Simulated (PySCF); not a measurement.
A family of related molecules: binary hydrides. All species are isolated molecules in the gas phase. Strings in code marks are SMILES.

Calculation: TPSSh-D3(BJ)/def2-TZVP // PBE0-D3(BJ)/def2-TZVP (PySCF). All candidates: neutral, multiplicity 1. Delta-SCF ions had no search for a lower state. 

| Item | Value |
|---|---|
| LUMO | -0.50 eV |
| vertical ionisation energy (Delta-SCF) | 9.91 eV |
| HOMO | -7.03 eV |

### Question
Identify which member has these values.
A. `Br`
B. `[GaH3]`
C. `[AlH3]`
D. `[SbH3]`

### Answer
D, `[SbH3]`. The others give `[GaH3]`: -2.12 eV, 11.09 eV, -8.04 eV; `[AlH3]`: -2.01 eV, 11.11 eV, -8.04 eV; `Br`: -0.57 eV, 11.73 eV, -8.06 eV
